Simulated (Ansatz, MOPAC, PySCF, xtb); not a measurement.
Dissociation curve of Cr(O)2(Cl)2, SMILES [O]=[Cr](=[O])([Cl])[Cl] (Cl2CrO2). The Cr1–O5 bond (Cr1 also carries Cl, Cl, O; O5 carries nothing else) is pulled apart rigidly from the PBE0/def2-TZVP optimised geometry.

Levels: PM6, restricted, heats of formation (MOPAC); UKS-LDA (SVWN5)/6-31G* = unrestricted LDA (SVWN5)/6-31G*, spherical d (PySCF); GFN1-xTB (xtb); UKS-PBE0 = unrestricted PBE0/def2-TZVP in Ansatz (an electronic-structure program).

Energies relative to the lowest point of each curve near equilibrium, in kcal/mol; the last columns give the difference from UKS-PBE0:

```
R / Å    PM6  UKS-LDA (SVWN5)/6-31G*  GFN1-xTB  UKS-PBE0  PM6 − UKS-PBE0  UKS-LDA (SVWN5)/6-31G* − UKS-PBE0  GFN1-xTB − UKS-PBE0
-----  -----  ----------------------  --------  --------  --------------  ---------------------------------  -------------------
1.27    90.8                    84.6      87.8      76.9            13.9                                7.7                 10.8
1.36    40.0                    32.1      29.0      28.5            11.5                                3.7                  0.5
1.44    14.7                     8.8       6.6       7.3             7.3                                1.5                 -0.7
1.49     5.8                     2.2       1.1       1.5             4.3                                0.6                 -0.4
1.54     1.2                     0.0       0.0       0.0             1.2                                0.0                  0.0
1.58     0.0                     0.8       1.3       1.2            -1.2                               -0.4                  0.1
1.66     2.9                     7.1       7.8       8.1            -5.2                               -1.0                 -0.3
1.76    14.0                    20.6      19.9      20.3            -6.3                                0.3                 -0.3
1.87    32.4                    38.8      35.4      31.8             0.6                                7.0                  3.5
2.04    67.8                    67.9      59.5      48.4            19.4                               19.5                 11.1
2.25   114.5                    96.4      86.7      65.3            49.2                               31.1                 21.4
2.49   162.3                   120.1     112.3      77.4            84.9                               42.7                 34.9
2.86   208.4                   143.4     140.7      85.4           123.0                               58.0                 55.4
3.23   229.7                   155.8     159.3      88.0           141.7                               67.9                 71.4
3.73   241.9                   163.6     173.4      89.7           152.2                               73.9                 83.7
4.46   246.4                   167.6     182.4      90.8           155.6                               76.8                 91.6
```

PM6 is furthest from UKS-PBE0 at 4.46 (155.6 kcal/mol, above); its mean absolute difference over the points is 48.6 kcal/mol.

UKS-LDA (SVWN5)/6-31G* is furthest from UKS-PBE0 at 4.46 (76.8 kcal/mol, above); its mean absolute difference over the points is 24.5 kcal/mol.

GFN1-xTB is furthest from UKS-PBE0 at 4.46 (91.6 kcal/mol, above); its mean absolute difference over the points is 24.1 kcal/mol.

The restricted form behind PM6 keeps the bonding electrons paired and can't separate into open-shell fragments. The unrestricted determinant behind UKS-LDA (SVWN5)/6-31G* is spin-contaminated at 2.04 to 4.46 Å (<S²> up to 2.0, against 0.00 for a pure singlet). The unrestricted determinant behind UKS-PBE0 is spin-contaminated at 1.76 to 4.46 Å (<S²> up to 2.1, against 0.00 for a pure singlet).
